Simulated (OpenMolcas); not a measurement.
**Ni I: terms and fine structure**

```
Program             : OpenMolcas 26.06
Method              : SS-CASPT2, IPEA 0.25 Eh, imaginary shift 0.1 Eh (closed shells correlated: 3s 3p)
Basis               : ANO-RCC-VTZP [6s5p3d2f1g]
Scalar Hamiltonian  : DKH2, point nucleus
Active space        : 10 electrons in 6 orbitals (3d 4s)
State averaging     : 2S+1 = 3 even, 15 roots; 2S+1 = 1 even, 19 roots
Spin-orbit coupling : RASSI with atomic mean-field integrals over the reference wave functions, term energies averaged over their components
```

With spin-orbit coupling, above the lowest level:

```tsv
Configuration	Term	J	E (eV)	g	Term weight %	Second
3d⁸ 4s²	³F	4	0.0000	1.250	100	
3d⁸ 4s²	³F	3	0.1592	1.084	100	
3d⁸ 4s²	³F	2	0.266	0.669	99	
3d⁹ 4s	³D	3	0.371	1.334	100	
3d⁹ 4s	³D	2	0.438	1.130	78	22 ¹D
3d⁹ 4s	³D	1	0.567	0.499	100	
3d⁹ 4s	¹D	2	0.670	1.037	78	22 ³D
3d⁸ 4s²	¹D	2	1.653	1.059	87	12 ³P
3d⁸ 4s²	³P	2	2.000	1.440	88	12 ¹D
3d⁸ 4s²	³P	1	2.036	1.501	100	
3d⁸ 4s²	³P	0	2.075		100	
3d⁸ 4s²	¹G	4	2.842	1.000	100
```

Spin-orbit coupling puts the lowest level 0.1199 eV below the lowest spin-free term.

For ³F the intervals divided by the larger J are -288.1, -321.0 cm-1. Landé's interval rule makes them equal in pure LS coupling; they differ by 11 % of their mean. The multiplet is inverted.

CASPT2 does not keep the components of a term degenerate, so their means are used; among the terms shown or strongly mixed into the levels shown the widest spread is 1100 cm-1 (3d⁸ 4s² ³F). Over all roots computed the reference weight is 0.81 to 0.89; the roots of lowest weight are the least certain, and an intruder state may touch them. A single d shell beside an s shell can misplace configurations of different d count against each other. Only configurations of the active space appear. The first state left out of the spin-orbit step lies near 58000 cm-1 above the lowest spin-free state of the reference (among the parities and spins computed), and the list stops at four fifths of that energy or lower.

The term weight is that of the spin-free term in the level, not the purity of its configuration.
